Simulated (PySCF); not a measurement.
NICS in isomers of C5H7N3O2.

NICS = −σ at a ghost point: NICS(0) at the centroid of the ring atoms, NICS(1) 1 Å to either side along the normal of their mean plane, zz for the tensor component along that normal. Level: GIAO PBE0/pcSseg-1 (PySCF, non-relativistic, gas phase) on the GFN2-xTB geometries, one conformer each. Atom numbers follow the mapped SMILES.

Task: Order these rings by mean NICS(1)zz, lowest (most negative) first (ppm).
A. ring C5–N6–N7–C8–N9 in `[CH3:1][O:2][C:3](=[O:4])[c:5]1[n:6][n:7][cH:8][n:9]1[CH3:10]`
B. ring C5–N6–N7–N8–C9 in `[CH3:1][O:2][C:3](=[O:4])[c:5]1[n:6][nH:7][n:8][c:9]1[CH3:10]`
C. ring C3–N4–C5–N9–N10 in `[CH3:1][O:2][c:3]1[n:4][c:5]([C:6]([CH3:7])=[O:8])[n:9][nH:10]1`

Result: B (-31.6), A (-30.4), C (-26.1).

| SMILES | ring | NICS(0) | NICS(1) | NICS(1)zz | HOMA | rms pucker (Å) | ring atoms with four or more neighbours |
| --- | --- | --- | --- | --- | --- | --- | --- |
| COC(=O)c1n[nH]nc1C | 5-membered ring with 3 N; formal bonds all aromatic | -13.1 | -13.1 | -31.6 | 0.94 | 0.00 | 0 |
| COC(=O)c1nncn1C | 5-membered ring with 3 N; formal bonds all aromatic | -11.6 | -11.9 | -30.4 | 0.94 | 0.00 | 0 |
| COc1nc(C(C)=O)n[nH]1 | 5-membered ring with 3 N; formal bonds all aromatic | -12.1 | -10.5 | -26.1 | 0.93 | 0.00 | 0 |

NICS(0) gives another order. The isotropic NICS(1) gives the same order. HOMA uses Krygowski's 1993 parameters. NICS(1) and NICS(1)zz are means over the two faces.
